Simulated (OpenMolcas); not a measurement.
# Ni⁴⁺: CASPT2 settings compared

```yaml
Program: OpenMolcas 26.06
Basis: ANO-L-VQZP [7s6p4d3f2g]
Scalar_Hamiltonian: non-relativistic, point nucleus
Active_space: 6 electrons in 5 orbitals (3d)
State_averaging: 2S+1 = 5 even, 5 roots; 2S+1 = 3 even, 45 roots (35 in the spin-orbit step); 2S+1 = 1 even, 50 roots (22 in the spin-orbit step)
Spin-orbit_coupling: state interaction with AMFI integrals over the reference wave functions, term energies averaged over their components
```

Methods on the same reference wave functions:
A. CASSCF
B. SS-CASPT2, IPEA 0.6 Eh, sigma2 regulariser 0.4 Eh (closed shells correlated: 3s 3p)
C. SS-CASPT2, IPEA 0.15 Eh, sigma1 regulariser 0.3 Eh (closed shells correlated: 3s 3p)
D. SS-CASPT2, IPEA 0.75 Eh, sigma1 regulariser 0.5 Eh (closed shells correlated: none)

Energies in cm⁻¹ above 3d⁶ ⁵D₄, the measured ground level; measured values from Corliss and Sugar, J. Phys. Chem. Ref. Data 10, 197 (1981).

```tsv
Level	A	B	C	D	Measured
3d⁶ ⁵D₄	0.0	0.0	0.0	0.0	0.0
3d⁶ ⁵D₃	856	860	861	857	890
3d⁶ ⁵D₂	1455	1452	1452	1454	1490
3d⁶ ⁵D₁	1840	1833	1832	1837	1872
3d⁶ ⁵D₀	2030	2020	2020	2030	2058
3d⁶ ³H₆	29790	28260	27670	29520	27111
3d⁶ ³H₅	30214	28650	28050	29910	27578
3d⁶ ³H₄	30517	28900	28280	30170	27859
3d⁶ ³P₂	32471	27140	26090	29760	26153
3d⁶ ³F₄	34045	30310	29360	32060	29124
3d⁶ ³F₃	34528	30720	29750	32510	29571
3d⁶ ³P₁	34954	29630	28580	32250	28698
3d⁶ ³F₂	34984	31140	30160	32950	29899
3d⁶ ³P₀	36221	30900	29850	33520	29640
3d⁶ ³G₅	37585	34510	33800	35940	33256
3d⁶ ³G₄	38448	35320	34600	36770	34062
3d⁶ ³G₃	38773	35630	34910	37080	34416
```

Deviations, from unrounded energies. A percentage is the sum of absolute deviations over the sum of measured energies, with the sign that they share, or ± where signs differ.

```json
{"Against measurement": "mean absolute deviation (cm-1)", "Levels": "16", "A": "3500", "B": "870", "C": "270", "D": "2200"}
{"Against measurement": "fine structure of the ground term (%)", "Levels": "4", "A": "-2.0", "B": "-2.3", "C": "-2.3", "D": "-2.1"}
{"Against measurement": "other terms of the ground configuration (%)", "Levels": "12", "A": "+15.4", "B": "+3.8", "C": "±1.1", "D": "+9.8"}
```

C lies closest to measurement on these levels and A furthest from it. The largest miss of C in the table is 3d⁶ ³H₆, by +550 cm-1. The ranking rests on the paired levels alone, and a cruder setting can come out closer through cancelling errors.

Among B to D the level of the table that moves most is 3d⁶ ³P₂, by 3700 cm-1 (lowest in C, highest in D). Moves below CASPT2's spread within the term are not significant.

From A to B the spin-free energies of the other terms of 3d⁶ shown, above ⁵D, scale by factors of 0.84 to 0.95, as is usual when dynamic correlation screens the repulsion within a d or f shell.

The lowest spin-free term lies below A's lowest term by 0.486 hartree in B, 0.497 hartree in C, 0.127 hartree in D.

CASPT2 does not keep the components of a term degenerate, so their means are used; among the terms shown or strongly mixed into the levels shown the widest spread is 110 cm-1 (3d⁶ ³G, C). Some high roots are left out of the spin-orbit mixing, which shifts the levels that they would mix with. Without dynamic correlation excited terms often stand tens of per cent too high (terms of higher spin than the ground term too low), and those without a measured partner can miss by more than the paired ones (holds for A). Some levels mix across a computed gap that differs much from the measured one, so their mixing is not that of the real levels (holds for D). Measured partners are found by configuration, term and J. A level has none where our copy of the source lacks it or the pairing is in doubt (some pairs that miss far off the trend of their configuration count as doubtful), and it then counts in no deviation. Levels of configurations outside the active space are missing. Levels that lie high or do not pair safely by name in every column are left out.
